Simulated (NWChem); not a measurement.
Molecule: SiHF, singlet; SMILES F[SiH]

All runs: NWChem. Low-valent species are run as closed-shell singlets; no triplet was tried in these runs. All runs use the structure optimised with PBE-D3(BJ)/def2-SVP. Vertical excitations in the gas phase; the lowest state need not have the same character in each row.

### Question
Order these by “lowest excitation, singlet (eV)”, lowest first: LDA (Slater exchange, VWN5)/aug-cc-pVDZ, full TDDFT; B3LYP/aug-cc-pVDZ, full TDDFT; PBE/aug-cc-pVDZ, full TDDFT.

### Answer
LDA (Slater exchange, VWN5)/aug-cc-pVDZ, full TDDFT (2.66), PBE/aug-cc-pVDZ, full TDDFT (2.76), B3LYP/aug-cc-pVDZ, full TDDFT (2.89)
